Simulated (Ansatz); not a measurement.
Dissociation curve of CH (cation, charge +1), singlet.

RHF/aug-cc-pVTZ (Ansatz, a program for electronic structure); RMP2 = Ansatz with MP2 on RHF/aug-cc-pVTZ, frozen core; UHF/aug-cc-pVTZ (Ansatz); UMP2 = Ansatz with MP2 on UHF/aug-cc-pVTZ, frozen core; RKS-PBE0 = restricted PBE0/aug-cc-pVTZ (Ansatz); UKS-PBE0 = unrestricted PBE0/aug-cc-pVTZ run with Ansatz; RKS-BLYP = Ansatz with restricted BLYP/aug-cc-pVTZ; UKS-BLYP = unrestricted BLYP/aug-cc-pVTZ run with Ansatz; RKS-PBE = Ansatz with restricted PBE/aug-cc-pVTZ; UKS-PBE = unrestricted PBE/aug-cc-pVTZ in Ansatz; FCI = full CI/aug-cc-pVTZ, frozen core run with Ansatz.

All curves are set to zero at 1.14 Å and compared with full CI in the same basis at 1.14, 1.17, 1.20, 1.27, 1.33, 1.43, 1.53, 1.71, 1.88, 2.04, 2.27, 2.50, 2.80, 3.06, 3.45, 3.93 Å.

Q: Which method stays most parallel to full CI over these points, and which least?

A: UKS-PBE0 has the smallest spread and RHF the largest. In order (eV): UKS-PBE0 0.4901, RKS-BLYP 0.5748, RKS-PBE 0.6927, UKS-PBE 0.9025, UKS-BLYP 0.9222, UMP2 0.9364, UHF 1.2905, RKS-PBE0 1.3314, RMP2 1.3883, RHF 2.9632.

Errors against full CI at some of the points (eV):

| method | 1.43 Å | 1.71 Å | 2.27 Å | 2.80 Å | 3.93 Å |
|---|---|---|---|---|---|
| UKS-PBE0 | -0.025 | -0.009 | -0.169 | -0.433 | -0.468 |
| RKS-BLYP | -0.127 | -0.203 | -0.134 | 0.079 | 0.364 |
| RKS-PBE | -0.147 | -0.213 | -0.095 | 0.158 | 0.479 |
| UKS-PBE | -0.139 | -0.242 | -0.410 | -0.738 | -0.903 |
| UKS-BLYP | -0.123 | -0.232 | -0.437 | -0.747 | -0.922 |
| UMP2 | 0.110 | 0.462 | 0.165 | -0.200 | -0.323 |
| UHF | 0.227 | 0.445 | -0.276 | -0.688 | -0.846 |
| RKS-PBE0 | -0.034 | 0.016 | 0.345 | 0.758 | 1.297 |
| RMP2 | 0.093 | 0.235 | 0.629 | 1.029 | 1.388 |
| RHF | 0.214 | 0.508 | 1.252 | 1.969 | 2.963 |

The scan ran from 0.85 to 4.54 Å; beyond the distances shown full CI changes its symmetry label. The restricted form behind RHF, RMP2, RKS-PBE0, RKS-BLYP, RKS-PBE keeps the bonding electrons paired and can't separate into open-shell fragments. The T1 diagnostic of CCSD on the restricted reference of RMP2 exceeds 0.045 at 2.27 to 3.93 Å. The unrestricted determinant behind UHF, UMP2 is spin-contaminated at 0.85 to 3.93 Å (<S²> up to 1.1, against 0.00 for a pure singlet). The unrestricted determinant behind UKS-PBE0, UKS-BLYP, UKS-PBE is spin-contaminated at 0.85 to 3.93 Å (<S²> up to 1.0, against 0.00 for a pure singlet).
